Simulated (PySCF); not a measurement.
CH₇Si₂, SMILES [SiH3][CH][SiH3], multiplicity 2.

Geometry: ωB97X-D3(BJ)/def2-SVP. The isomer is the one that the SMILES or the coordinates give; other isomers of the formula were not compared.

Calculation: SMD-ωB97X/def2-SVP in PySCF.

Solvation free energies are E(SMD) − E(gas) at the gas-phase geometry, for 1 M in both phases. In vacuum the dipole moment is 0.56 D.

Task: Estimate the solvation free energies in water, ethylethanoate, methanol. (Estimate from the structure and the level; the computed values follow.)

Result: 
```tsv
solvent	ΔG(solv) (kcal/mol)	its non-electrostatic (CDS) part	dipole (D)
water	3.4	4.2	0.79
ethylethanoate	-0.3	0.3	0.73
methanol	-0.4	0.4	0.78
```
